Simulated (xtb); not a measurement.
ethyl chloride (C$_{2}$H$_{5}$Cl), singlet, from a rough starting geometry; xtb 6.7.1 with GFN2-xTB.

xtb was given this input:
```
$ xtb mol.xyz --gfn 2 --opt vtight --json

# file mol.xyz
8

C     -0.67109130     0.15609777    -0.04276116
C      0.74698126    -0.02493149     0.00507147
Cl    -1.58431566    -1.44065105    -0.04310909
H     -1.02903438     0.65236134     0.89528024
H     -1.04369999     0.67303622    -0.97756219
H      1.18154740     0.97084409    -0.00744384
H      1.17440985    -0.57680533     0.87230423
H      1.11253666    -0.55643491    -0.89890553
```

Problem. What does xtb print? Leave out banner, timings and long lists.

Solution. 
```
   ID    Z sym.   atoms
    1    6 C      1, 2
    2   17 Cl     3
    3    1 H      4-8

           -------------------------------------------------
          |                Calculation Setup                |
           -------------------------------------------------

           -------------------------------------------------
          |                 G F N 2 - x T B                 |
           -------------------------------------------------

          ...................................................
          :                      SETUP                      :
          :.................................................:
          :  # basis functions                  23          :
          :  # atomic orbitals                  22          :
          :  # shells                           12          :
          :  # electrons                        20          :
          :  max. iterations                   250          :
          :  Hamiltonian                  GFN2-xTB          :
          :  restarted?                      false          :
          :  GBSA solvation                  false          :
          :  PC potential                    false          :
          :  electronic temp.          300.0000000     K    :
          :  accuracy                    1.0000000          :
          :  -> integral cutoff          0.2500000E+02      :
          :  -> integral neglect         0.1000000E-07      :
          :  -> SCF convergence          0.1000000E-05 Eh   :
          :  -> wf. convergence          0.1000000E-03 e    :
          :  Broyden damping             0.4000000          :
          :  net charge                          0          :
          :  unpaired electrons                  0          :
          ...................................................

 iter      E             dE          RMSdq      gap      omega  full diag
   1    -11.4236318 -0.114236E+02  0.415E+00    7.19       0.0  T
   2    -11.4669008 -0.432690E-01  0.245E+00    6.31       1.0  T
   3    -11.4691194 -0.221864E-02  0.128E+00    6.53       1.0  T
   4    -11.4694194 -0.299990E-03  0.140E-01    6.45       1.0  T
   5    -11.4694500 -0.306010E-04  0.752E-02    6.46       1.0  T
   6    -11.4694539 -0.387500E-05  0.257E-02    6.45       1.4  T
   7    -11.4694556 -0.173510E-05  0.170E-02    6.45       2.1  T
   8    -11.4694568 -0.120196E-05  0.668E-03    6.44       5.3  T
   9    -11.4694569 -0.100885E-06  0.151E-03    6.44      23.4  T
  10    -11.4694569 -0.549824E-08  0.772E-04    6.44      45.8  T
  11    -11.4694569 -0.137903E-08  0.436E-04    6.44      81.2  T

   *** convergence criteria satisfied after 11 iterations ***

         :::::::::::::::::::::::::::::::::::::::::::::::::::::
         ::                     SUMMARY                     ::
         :::::::::::::::::::::::::::::::::::::::::::::::::::::
         :: total energy             -11.369638913811 Eh    ::
         :: gradient norm              0.099574185911 Eh/a0 ::
         :: HOMO-LUMO gap              6.438082710252 eV    ::
         ::.................................................::
         :: SCC energy               -11.469456412556 Eh    ::
         :: -> isotropic ES            0.007800558580 Eh    ::
         :: -> anisotropic ES          0.000350092013 Eh    ::
         :: -> anisotropic XC          0.006338235837 Eh    ::
         :: -> dispersion             -0.003089449275 Eh    ::
         :: repulsion energy           0.099817498745 Eh    ::
         :: add. restraining           0.000000000000 Eh    ::
         :: total charge               0.000000000000 e     ::
         :::::::::::::::::::::::::::::::::::::::::::::::::::::

      -----------------------------------------------------------
     |                   =====================                   |
     |                        A N C O P T                        |
     |                   =====================                   |
     |               Approximate Normal Coordinate               |
     |                Rational Function Optimizer                |
      -----------------------------------------------------------
      -----------------------------------------------------------
     |                   =====================                   |
     |                        A N C O P T                        |
     |                   =====================                   |
     |               Approximate Normal Coordinate               |
     |                Rational Function Optimizer                |
      -----------------------------------------------------------

          ...................................................
          :                      SETUP                      :
          :.................................................:
          :   optimization level         verytight          :
          :   max. optcycles                   200          :
          :   ANC micro-cycles                  20          :
          :   degrees of freedom                18          :
          :.................................................:
          :   RF solver                   davidson          :
          :   write xtbopt.log                true          :
          :   linear?                        false          :
          :   energy convergence         0.1000000E-06 Eh   :
          :   grad. convergence          0.2000000E-03 Eh/α :
          :   maxmium RF displ.          1.0000000          :
          :   Hlow (freq-cutoff)         0.1000000E-01      :
          :   Hmax (freq-cutoff)         5.0000000          :
          :   S6 in model hess.         20.0000000          :
          ...................................................

generating ANC from exact Hessian ...
Using Lindh-Hessian (1995)
 Shifting diagonal of input Hessian by    0.0000000000000000
 Lowest  eigenvalues of input Hessian
    0.000000    0.000000    0.000000    0.000000    0.000000    0.000000
[...]
 * total energy  :   -11.3696389 Eh     change       -0.6129302E-09 Eh
 * total energy  :   -11.3767079 Eh     change       -0.7068945E-02 Eh
 * total energy  :   -11.3779129 Eh     change       -0.1204994E-02 Eh
 * total energy  :   -11.3780268 Eh     change       -0.1139746E-03 Eh
 * total energy  :   -11.3780449 Eh     change       -0.1803249E-04 Eh
 * total energy  :   -11.3780464 Eh     change       -0.1583081E-05 Eh
 * total energy  :   -11.3780468 Eh     change       -0.3694453E-06 Eh
 * total energy  :   -11.3780468 Eh     change       -0.3600131E-07 Eh
   *** GEOMETRY OPTIMIZATION CONVERGED AFTER 8 ITERATIONS ***
[...]
          ...................................................

 iter      E             dE          RMSdq      gap      omega  full diag
   1    -11.4819281 -0.114819E+02  0.785E-05    6.93       0.0  T
   2    -11.4819281 -0.728484E-11  0.682E-05    6.93     518.1  T
   3    -11.4819281 -0.191740E-10  0.267E-05    6.93    1324.1  T

   *** convergence criteria satisfied after 3 iterations ***

         :::::::::::::::::::::::::::::::::::::::::::::::::::::
         ::                     SUMMARY                     ::
         :::::::::::::::::::::::::::::::::::::::::::::::::::::
         :: total energy             -11.378046849103 Eh    ::
         :: gradient norm              0.000036921559 Eh/a0 ::
         :: HOMO-LUMO gap              6.925882049503 eV    ::
         ::.................................................::
         :: SCC energy               -11.481927616627 Eh    ::
         :: -> isotropic ES            0.006845831341 Eh    ::
         :: -> anisotropic ES          0.000861812172 Eh    ::
         :: -> anisotropic XC          0.005753126763 Eh    ::
         :: -> dispersion             -0.003101607362 Eh    ::
         :: repulsion energy           0.103880767523 Eh    ::
         :: add. restraining           0.000000000000 Eh    ::
         :: total charge               0.000000000000 e     ::
         :::::::::::::::::::::::::::::::::::::::::::::::::::::

           -------------------------------------------------
          |                Property Printout                |
           -------------------------------------------------

    * Orbital Energies and Occupations

         #    Occupation            Energy/Eh            Energy/eV
      -------------------------------------------------------------
         1        2.0000           -1.0481714             -28.5222
         2        2.0000           -0.6375504             -17.3486
         3        2.0000           -0.5909323             -16.0801
         4        2.0000           -0.5343081             -14.5393
         5        2.0000           -0.5227511             -14.2248
         6        2.0000           -0.5003795             -13.6160
         7        2.0000           -0.4681007             -12.7377
         8        2.0000           -0.4671816             -12.7127
         9        2.0000           -0.4120397             -11.2122
        10        2.0000           -0.4096608             -11.1474 (HOMO)
        11                         -0.1551393              -4.2216 (LUMO)
        12                          0.0200941               0.5468
        13                          0.0253349               0.6894
        14                          0.0305932               0.8325
        15                          0.0308449               0.8393
        16                          0.0956172               2.6019
        17                          0.1354848               3.6867
        18                          0.1449643               3.9447
        19                          0.1640765               4.4647
        20                          0.1784419               4.8557
        21                          0.2272929               6.1850
        22                          0.2679698               7.2918
      -------------------------------------------------------------
                  HL-Gap            0.2545215 Eh            6.9259 eV
             Fermi-level           -0.2824000 Eh           -7.6845 eV

     #   Z          covCN         q      C6AA      α(0)
     1   6 C        3.712     0.035    20.116     6.409
     2   6 C        3.781    -0.112    22.665     6.782
     3  17 Cl       0.918    -0.217   106.004    15.751
     4   1 H        0.925     0.062     2.177     2.307
     5   1 H        0.925     0.062     2.177     2.307
     6   1 H        0.925     0.052     2.297     2.370
     7   1 H        0.925     0.060     2.204     2.322
     8   1 H        0.925     0.060     2.204     2.322

 Mol. C6AA /au·bohr⁶  :        726.277881
 Mol. C8AA /au·bohr⁸  :      20149.718078
 Mol. α(0) /au        :         40.570422

Wiberg/Mayer (AO) data.
largest (>0.10) Wiberg bond orders for each atom

 ---------------------------------------------------------------------------
     #   Z sym  total        # sym  WBO       # sym  WBO       # sym  WBO
 ---------------------------------------------------------------------------
     1   6 C    3.938 --     2 C    1.030     5 H    0.980     4 H    0.980
                             3 Cl   0.944
     2   6 C    3.991 --     1 C    1.030     7 H    0.985     8 H    0.985
                             6 H    0.978
     3  17 Cl   0.985 --     1 C    0.944
     4   1 H    0.996 --     1 C    0.980
     5   1 H    0.996 --     1 C    0.980
     6   1 H    0.997 --     2 C    0.978
     7   1 H    0.996 --     2 C    0.985
     8   1 H    0.996 --     2 C    0.985
 ---------------------------------------------------------------------------

Topologies differ in total number of bonds
Writing topology from bond orders to xtbtopo.mol

molecular dipole:
                 x           y           z       tot (Debye)
 q only:        0.539       0.732       0.007
   full:        0.479       0.739       0.006       2.238
molecular quadrupole (traceless):
                xx          xy          yy          xz          yz          zz
 q only:       -0.466      -3.125      -1.115      -0.065      -0.082       1.581
  q+dip:       -0.981      -3.622      -1.587      -0.072      -0.093       2.568
   full:       -0.823      -3.037      -1.005      -0.064      -0.083       1.828

optimized geometry written to: xtbopt.xyz

           -------------------------------------------------
          | TOTAL ENERGY              -11.378046849103 Eh   |
          | GRADIENT NORM               0.000036921559 Eh/α |
          | HOMO-LUMO GAP               6.925882049503 eV   |
           -------------------------------------------------

normal termination of xtb
```
